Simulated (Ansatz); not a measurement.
The first iterations of a band of CHFOSi (5 atoms, charge 0, multiplicity 1).

Computed with Ansatz 0.2.0, RKS PBE/def2-SVP.

```
movable images  : 5
climbing image  : yes
spring          : 5.0 eV/Å²
optimiser       : quadratic models (default)
start path      : IDPP
force threshold : 0.05 eV/Å
iteration limit : 60
end points      : relaxed
```

First end point:

```xyz
5
Properties=species:S:1:pos:R:3
O 0.503 1.416 0.452
C 0.060 0.228 0.222
Si 0.257 -1.326 -0.587
F -0.845 -2.416 -0.002
H 0.024 2.098 -0.085
```

Last end point:

```xyz
5
Properties=species:S:1:pos:R:3
O -0.090 1.472 -0.536
C -0.158 0.248 -0.140
Si 0.571 -1.355 -0.063
F -0.516 -2.446 0.545
H 0.194 2.081 0.193
```

| iteration | highest image above the first end (eV) | largest band force component (eV/Å) |
| --- | --- | --- |
| 1 | 1.035 | 2.436 |
| 2 | 0.850 | 1.045 |

Task: Does the band converge within its limit, and where does its top end?

Result: The forces met the threshold. It ended after 5 iterations with the highest image 0.797 eV above the first end. A vibrational analysis at the climbing image gives one clearly imaginary mode, 1098i cm⁻¹: a first-order saddle point.

The run took 63 s on 1 thread of Arm Neoverse N1, with other jobs on the host, peak memory 0.12 GiB.
